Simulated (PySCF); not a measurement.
## Partial charges of `FC(F)(F)[SiH2]C[SiH2]P[SiH3]`

Compound: C2H10F3PSi3.
Z-matrix (Å and degrees, GFN2-xTB geometry), rows numbered from 1:
```
F 
C   1  1.3475
F   2  1.3511  1  105.97
F   2  1.3507  1  105.89  3   111.92
Si  2  1.9478  1  113.30  3  -123.57
C   5  1.8846  2  104.98  1  -158.71
Si  6  1.9181  5  116.06  2   -57.27
P   7  2.2363  6  104.95  5  -164.99
Si  8  2.2292  7  102.27  6  -172.34
H   5  1.4607  2  103.79  1    80.16
H   5  1.4633  2  104.29  1   -37.72
H   6  1.0900  5  108.91  2  -179.90
H   6  1.0920  5  109.08  2    64.86
H   7  1.4644  6  110.21  5    71.46
H   7  1.4654  6  110.06  5   -50.11
H   8  1.3804  7   95.81  6   -75.06
H   9  1.4607  8  106.25  7   -80.66
H   9  1.4622  8  106.68  7   160.92
H   9  1.4641  8  113.53  7    40.12
```

Density: PBE0/pcSseg-1 (PySCF); schemes: Mulliken, IAO, Hirshfeld and ESP-fitted. Isolated species at its GFN2-xTB geometry (one conformer only).

Problem. Do the Mulliken, IAO, Hirshfeld and ESP-fitted schemes agree on where the charge is highest?

Solution. The schemes don't all agree: Mulliken Si5 (+0.636); IAO Si5 (+0.744); Hirshfeld Si5 (+0.337); ESP-fitted Si7 (+0.470).

Problem. For which atoms does the sign change between the 4 schemes (beyond +0.03 e in one, beyond −0.03 e in another)?

Solution. For none.

Problem. Tabulate the Mulliken, IAO, Hirshfeld and ESP-fitted charges.

Solution. In e:

| atom | environment | Mulliken | IAO | Hirshfeld | ESP-fitted |
| --- | --- | --- | --- | --- | --- |
| F1 | fluorine of a CF3 group | -0.275 | -0.284 | -0.108 | -0.165 |
| C2 | CF3 carbon | +0.525 | +0.549 | +0.168 | +0.305 |
| F3 | fluorine of a CF3 group | -0.277 | -0.289 | -0.101 | -0.172 |
| F4 | fluorine of a CF3 group | -0.281 | -0.290 | -0.102 | -0.152 |
| Si5 | SiH2 silicon | +0.636 | +0.744 | +0.337 | +0.372 |
| C6 | sp3 carbon bound to silicon | -0.873 | -0.820 | -0.246 | -0.511 |
| Si7 | SiH2 silicon | +0.469 | +0.581 | +0.279 | +0.470 |
| P8 | three-coordinate phosphorus | -0.397 | -0.226 | -0.074 | -0.457 |
| Si9 | SiH3 silicon | +0.331 | +0.425 | +0.259 | +0.397 |
| H10 | Si–H hydrogen | -0.043 | -0.106 | -0.064 | -0.061 |
| H11 | Si–H hydrogen | -0.054 | -0.105 | -0.066 | -0.070 |
| H12 | methylene hydrogen | +0.188 | +0.173 | +0.045 | +0.178 |
| H13 | methylene hydrogen | +0.190 | +0.173 | +0.046 | +0.149 |
| H14 | Si–H hydrogen | -0.019 | -0.105 | -0.076 | -0.100 |
| H15 | Si–H hydrogen | -0.037 | -0.110 | -0.075 | -0.078 |
| H16 | P–H hydrogen | +0.081 | +0.001 | -0.008 | +0.148 |
| H17 | Si–H hydrogen | -0.049 | -0.102 | -0.072 | -0.070 |
| H18 | Si–H hydrogen | -0.054 | -0.096 | -0.070 | -0.073 |
| H19 | Si–H hydrogen | -0.059 | -0.114 | -0.075 | -0.110 |

Mean size of the charges over all atoms: IAO 0.279 e, Mulliken 0.255 e, ESP-fitted 0.212 e, Hirshfeld 0.119 e. Each set sums to the total charge, 0, to within 0.001 e. The IAO scheme counts the electrons in orthogonalised intrinsic atomic orbitals, a minimal basis polarised so that it spans the occupied orbitals exactly. The ESP scheme fits charges at the nuclei, held to the total charge, to the electrostatic potential on points at 1.4 to 2.0 times the van der Waals radii.

Problem. Sum the charges by element, for elements with more than one atom.

Solution. 
| element | atoms | Mulliken | IAO | Hirshfeld | ESP-fitted |
| --- | --- | --- | --- | --- | --- |
| F | 3 | -0.833 | -0.863 | -0.311 | -0.489 |
| C | 2 | -0.349 | -0.270 | -0.078 | -0.206 |
| Si | 3 | +1.435 | +1.750 | +0.875 | +1.238 |
| H | 10 | +0.144 | -0.390 | -0.413 | -0.086 |

Problem. How closely do the schemes follow one another over all atoms?

Solution. Correlation coefficient and root-mean-square difference: Mulliken with IAO 0.98, 0.073 e; IAO with Hirshfeld 0.97, 0.221 e; Mulliken with ESP-fitted 0.95, 0.129 e; IAO with ESP-fitted 0.93, 0.151 e; Hirshfeld with ESP-fitted 0.91, 0.137 e; Mulliken with Hirshfeld 0.91, 0.218 e.

Problem. How many electrons does the ESP-fitted scheme count on Si9?

Solution. Z − q = 14 − (+0.397) = 13.603.

The run behind these numbers computed NMR shieldings as well. The run took 37 s on one thread of an Intel Xeon 6975P-C, on a shared host, and the process peaked at 1.0 GiB of memory.
